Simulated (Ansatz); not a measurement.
`[F][Sn][Cl]` + NH₃ → `[NH2][Sn][F]` + HCl at 298.15 K and 1 bar (ligand exchange at the Sn–Cl bond).

Gas-phase electronic energies from Ansatz, PBE0-D4/def2-TZVP geometries. CBS: MP2 limit from def2 TZ/QZ plus the TZ coupled-cluster correction, frozen cores. This one scheme is used for every species. Elements past krypton have def2 core potentials. For Sn outer-core shells are correlated without core-valence functions, which leaves a few kJ/mol of doubt a bond. Each species was taken in one conformer, which may not be the lowest.

```tsv
species	CCSD(T)/CBS energy (Eh)	H − E (kJ/mol)	S (J/(mol·K))
`[F][Sn][Cl]`	-773.69640	19.5	299.8
NH₃	-56.50880	100.5	192.4
`[NH2][Sn][F]`	-369.78999	83.8	297.9
HCl	-460.38127	26.6	186.8
```

H − E and S are ideal-gas, rigid-rotor, harmonic terms from PBE0-D4/def2-TZVP, for one conformer and one mirror image of each species. 1 Eh = 2625.50 kJ/mol, R = 8.31446 J/(mol·K).

Problem. By hand: ΔE, ΔH, ΔS and ΔG.

Solution. ΔE = (-369.78999) + (-460.38127) − (-773.69640) − (-56.50880) = 0.03394 Eh = 89.1 kJ/mol. Δ(H − E) = 83.8 + 26.6 − 19.5 − 100.5 = -9.6, so ΔH = 79.5 kJ/mol. ΔS = 297.9 + 186.8 − 299.8 − 192.4 = -7.5 J/(mol·K). ΔG = 79.5 − 298.15 × (-7.5)/1000 = 81.7 kJ/mol.

Problem. By hand: the equilibrium constant, and the temperature at which ΔG would vanish if ΔH and ΔS stayed fixed.

Solution. log₁₀ K = −ΔG/(RT ln 10) = -14.3. ΔH and −TΔS have one sign here, so there is no such temperature.

The number of gas molecules stays the same, so ΔS is small and ΔH decides. A doubt of 5 kJ/mol in ΔE shifts log₁₀ K by 0.9 here. Other conformers and mirror images would add mixing entropy, several J/(mol·K) or more a flexible species. These are equilibria of isolated gas molecules and say nothing of rates. Largest T1 diagnostic: 0.017 (customary marks: 0.02 for closed shells, 0.045 for open ones).

ΔS is within the doubt of such terms, so its sign, and with it that verdict, could turn.
